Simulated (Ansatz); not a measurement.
Total energies of F$_{2}$H$_{2}$MoO$_{3}$, SMILES `[O]=[Mo]([OH])([OH])([F])[F]`.

```json
{"atom": "O1", "x (Å)": "0.9984", "y (Å)": "-0.5293", "z (Å)": "1.5864"}
{"atom": "Mo2", "x (Å)": "-0.1009", "y (Å)": "-0.3309", "z (Å)": "0.3730"}
{"atom": "O3", "x (Å)": "-0.6135", "y (Å)": "1.4679", "z (Å)": "0.2799"}
{"atom": "O4", "x (Å)": "1.0836", "y (Å)": "-0.0761", "z (Å)": "-1.0521"}
{"atom": "F5", "x (Å)": "-0.5334", "y (Å)": "-1.9389", "z (Å)": "-0.4655"}
{"atom": "F6", "x (Å)": "-1.7291", "y (Å)": "-0.5843", "z (Å)": "1.2016"}
{"atom": "H7", "x (Å)": "0.0380", "y (Å)": "2.1409", "z (Å)": "0.0602"}
{"atom": "H8", "x (Å)": "0.8568", "y (Å)": "-0.1493", "z (Å)": "-1.9836"}
```

The species carries charge 0 and has multiplicity 1. Correlated methods include outer-core shells of Mo, which these sets cover unevenly. Mo takes the def2 core potential. All single points use the PBE0-D4/def2-TZVP geometry. It is one conformer, not always the lowest. Basis def2-TZVPP, Ansatz.

RPA on PBE orbitals: Hartree–Fock energy of these orbitals -492.34038 Eh, correlation -2.63340 Eh (frozen core).

```csv
functional,energy without D4 (Eh),D4 term (kJ/mol)
LDA (SPW92),-492.22850,–
PBE,-494.81397,-17.4
revPBE,-495.11275,-51.6
BLYP,-495.14300,-38.4
r2SCAN,-495.04771,-4.1
B97M-V,-495.04843,–
PBE0,-494.72271,-14.6
B3LYP,-495.19417,-28.2
r2SCANh,-494.98342,-4.4
r2SCAN0,-494.89001,-4.9
HSE06 (plane-wave form),-494.70481,-13.6
BHLYP,-494.82483,-21.8
CAM-B3LYP,-495.00575,-14.8
LC-ωPBE,-494.92991,–
ωB97X-V,-494.96974,–
ωB97M-V,-494.95477,–
B2PLYP,-494.85097,–
PBE-QIDH,-494.60413,–
```

B3LYP takes the VWN-RPA correlation (the form of Gaussian; ORCA's B3LYP/G). HSE06 is the plane-wave form, built on full-range PBE exchange. The double hybrids freeze the cores in their second-order part.

LC-ωPBE has ω = 0.4 bohr⁻¹.
